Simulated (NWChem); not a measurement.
System: GaBrCl$_{2}$; SMILES [Cl][Ga]([Cl])[Br]

Output (shortened):

```
             Northwest Computational Chemistry Package (NWChem) 7.3.0
             --------------------------------------------------------

 C2V symmetry detected

                             Geometry "geometry" -> ""
                             -------------------------

 Output coordinates in angstroms (scale by  1.889725989 to convert to a.u.)

  No.       Tag          Charge          X              Y              Z
 ---- ---------------- ---------- -------------- -------------- --------------
    1 Ga                  31.0000     0.00000000     0.00000000    -0.42374041
    2 Cl                  17.0000     0.00000000     1.83087600    -1.50191141
    3 Cl                  17.0000     0.00000000    -1.83087600    -1.50191141
    4 Br                  35.0000     0.00000000     0.00000000     1.83431259

 Effective nuclear repulsion energy (a.u.)     724.0113325704

      Symmetry information
      --------------------

 Group name             C2v
 Group number             16
 Group order               4
 No. of unique centers     3

  pbe96 is a nonlocal functional; adding pw91lda local functional.

                                 NWChem DFT Module
                                 -----------------

 Summary of "ao basis" -> "ao basis" (spherical)
 ------------------------------------------------------------------------------
       Tag                 Description            Shells   Functions and Types
 ---------------- ------------------------------  ------  ---------------------
 Ga                         def2-svp                12       32   5s4p3d
 Cl                         def2-svp                 8       18   4s3p1d
 Br                         def2-svp                12       32   5s4p3d

      Symmetry analysis of basis
      --------------------------

        a1         43
        a2         11
        b1         19
        b2         27

            General Information
            -------------------
          SCF calculation type: DFT
          Wavefunction type:  closed shell.
          No. of atoms     :     4
          No. of electrons :   100
           Alpha electrons :    50
            Beta electrons :    50
          Charge           :     0
          Spin multiplicity:     1
          Use of symmetry is: on ; symmetry adaption is: on
          Maximum number of iterations: 150
          AO basis - number of functions:   100
                     number of shells:    40
          Convergence on energy requested:  1.00D-06
          Convergence on density requested:  1.00D-05
          Convergence on gradient requested:  5.00D-04

              XC Information
              --------------
          PerdewBurkeErnzerhof Exchange Functional  1.000
            Perdew 1991 LDA Correlation Functional  1.000 local
           PerdewBurkeErnz. Correlation Functional  1.000 non-local

             Grid Information
             ----------------
          Grid used for XC integration:  medium
          Radial quadrature: Mura-Knowles
          Angular quadrature: Lebedev.
          Tag              B.-S. Rad. Rad. Pts. Rad. Cut. Ang. Pts.
          ---              ---------- --------- --------- ---------
          Ga                  1.30      112           8.0       590
          Cl                  1.00       88          10.0       590
          Br                  1.15      112          10.0       590
          Grid pruning is: on
          Number of quadrature shells:   312
          Spatial weights used:  Erf1

      Superposition of Atomic Density Guess
      -------------------------------------

 Sum of atomic energies:       -5413.70870798

      Non-variational initial energy
      ------------------------------

 Total energy =   -5414.347669
 1-e energy   =   -8982.590552
 2-e energy   =    2844.231551
 HOMO         =      -0.404142
 LUMO         =      -0.029049

      Symmetry analysis of molecular orbitals - initial
      -------------------------------------------------

  Numbering of irreducible representations:

     1 a1          2 a2          3 b1          4 b2

  Orbital symmetries:

     1 a1          2 a1          3 a1          4 b2          5 a1
     6 a1          7 b2          8 b1          9 a1         10 a1
    11 b2         12 b1         13 a1         14 b2         15 a1
    16 a1         17 b2         18 a1         19 b1         20 b2
    21 a2         22 a1         23 b2         24 b1         25 a1
    26 b2         27 a1         28 b1         29 a1         30 b2
    31 b1         32 a1         33 a2         34 a1         35 b2
    36 a1         37 b1         38 a2         39 a1         40 b2
    41 a1         42 a1         43 b2         44 a1         45 b1
    46 a2         47 b2         48 a1         49 b1         50 b2
    51 a1         52 b1         53 b2         54 a1         55 a1
    56 a1         57 b2         58 b1         59 b1         60 a2

   convergence    iter        energy       DeltaE   RMS-Dens  Diis-err
 ---------------- ----- ----------------- --------- --------- ---------
 d= 0,ls=0.0,diis     1  -5417.5834281017 -6.14D+03  2.01D-02  7.87D-01
 d= 0,ls=0.0,diis     2  -5417.4634278102  1.20D-01  1.42D-02  1.36D+00
 d= 0,ls=0.0,diis     3  -5417.6573531736 -1.94D-01  2.75D-03  1.72D-01
 d= 0,ls=0.0,diis     4  -5417.6733539704 -1.60D-02  5.64D-04  1.99D-02
 d= 0,ls=0.0,diis     5  -5417.6744849785 -1.13D-03  1.41D-04  3.33D-04
  Resetting Diis
 d= 0,ls=0.0,diis     6  -5417.6745148008 -2.98D-05  3.58D-05  9.54D-06
 d= 0,ls=0.0,diis     7  -5417.6745153626 -5.62D-07  4.61D-05  2.23D-06
 d= 0,ls=0.0,diis     8  -5417.6745146077  7.55D-07  2.81D-05  7.30D-06
 d= 0,ls=0.0,diis     9  -5417.6745157503 -1.14D-06  1.13D-06  1.92D-08
 d= 0,ls=0.0,diis    10  -5417.6745157524 -2.13D-09  4.08D-07  2.43D-09

         Total DFT energy =    -5417.674515752439
      One electron energy =    -8979.602586511552
           Coulomb energy =     3059.790562566057
    Exchange-Corr. energy =     -221.873824377336
 Nuclear repulsion energy =      724.011332570392

 Numeric. integr. density =       99.999999749009

                  Occupations of the irreducible representations
                  ----------------------------------------------

                     irrep           alpha         beta
                     --------     --------     --------
                     a1               23.0         23.0
                     a2                4.0          4.0
                     b1                9.0          9.0
                     b2               14.0         14.0

                       DFT Final Molecular Orbital Analysis
                       ------------------------------------

 Vector   48  Occ=2.000000D+00  E=-2.932368D-01  Symmetry=b2
              MO Center=  1.8D-15,  1.7D-13, -8.9D-01, r^2= 5.4D+00
   Bfn.  Coefficient  Atom+Function         Bfn.  Coefficient  Atom+Function
  ----- ------------  ---------------      ----- ------------  ---------------
    44      0.314037  2 Cl py                62      0.314037  3 Cl py
    45      0.259920  2 Cl pz                63     -0.259920  3 Cl pz
    41      0.242182  2 Cl py                59      0.242182  3 Cl py
    84      0.220982  4 Br py                81      0.217430  4 Br py
    42      0.198207  2 Cl pz                60     -0.198207  3 Cl pz

 Vector   49  Occ=2.000000D+00  E=-2.854455D-01  Symmetry=b1
              MO Center=  1.4D-17,  2.4D-14,  1.3D+00, r^2= 3.3D+00
   Bfn.  Coefficient  Atom+Function         Bfn.  Coefficient  Atom+Function
  ----- ------------  ---------------      ----- ------------  ---------------
    83      0.544985  4 Br px                80      0.494326  4 Br px
    77     -0.328075  4 Br px                43     -0.180969  2 Cl px
    61     -0.180969  3 Cl px                40     -0.134704  2 Cl px
    58     -0.134704  3 Cl px                74      0.106708  4 Br px
    37     -0.078300  2 Cl px                55     -0.078300  3 Cl px

 Vector   50  Occ=2.000000D+00  E=-2.764585D-01  Symmetry=b2
              MO Center= -5.5D-16,  1.9D-14,  1.0D+00, r^2= 4.2D+00
   Bfn.  Coefficient  Atom+Function         Bfn.  Coefficient  Atom+Function
  ----- ------------  ---------------      ----- ------------  ---------------
    84      0.523063  4 Br py                81      0.480713  4 Br py
    78     -0.317262  4 Br py                45     -0.222149  2 Cl pz
    63      0.222149  3 Cl pz                42     -0.166055  2 Cl pz
    60      0.166055  3 Cl pz                75      0.103146  4 Br py
    39     -0.096185  2 Cl pz                57      0.096185  3 Cl pz

 Vector   51  Occ=0.000000D+00  E=-1.052988D-01  Symmetry=a1
              MO Center=  2.1D-15,  9.4D-16, -2.6D-01, r^2= 4.5D+00
   Bfn.  Coefficient  Atom+Function         Bfn.  Coefficient  Atom+Function
  ----- ------------  ---------------      ----- ------------  ---------------
     4      0.876410  1 Ga s                  5      0.511905  1 Ga s
    85      0.443436  4 Br pz                 3     -0.391823  1 Ga s
    44      0.336702  2 Cl py                62     -0.336702  3 Cl py
    82      0.272927  4 Br pz                72     -0.210623  4 Br s
    45     -0.207441  2 Cl pz                63     -0.207441  3 Cl pz

 Vector   52  Occ=0.000000D+00  E=-8.070647D-02  Symmetry=b1
              MO Center= -1.8D-15, -2.4D-16, -3.8D-01, r^2= 3.8D+00
   Bfn.  Coefficient  Atom+Function         Bfn.  Coefficient  Atom+Function
  ----- ------------  ---------------      ----- ------------  ---------------
    15      0.600002  1 Ga px                12      0.566376  1 Ga px
    43     -0.260961  2 Cl px                61     -0.260961  3 Cl px
    83     -0.260709  4 Br px                 9     -0.247088  1 Ga px
    80     -0.173593  4 Br px                40     -0.155138  2 Cl px
    58     -0.155138  3 Cl px                77      0.111435  4 Br px

[...]
```

Level: PBE/def2-SVP, vertical spin-unrestricted ions. All runs use the structure optimised with PBE0/def2-SVP.

Task: Reconstruct the input file.

Result: One answer among several that fit: the input that was run:
```
start job
memory heap 200 mb stack 900 mb global 1100 mb
geometry units angstroms noautoz
  Ga     0.000000     0.000000    -0.409623
  Cl     0.000000     1.830876    -1.487794
  Cl     0.000000    -1.830876    -1.487794
  Br     0.000000     0.000000     1.848430
end
basis spherical
  * library def2-svp
end
dft
  xc xpbe96 cpbe96
  iterations 150
  vectors input atomic output neutral.movecs
end
task dft energy
charge 1
dft
  odft
  mult 2
  vectors input atomic output cation.movecs
end
task dft energy
```
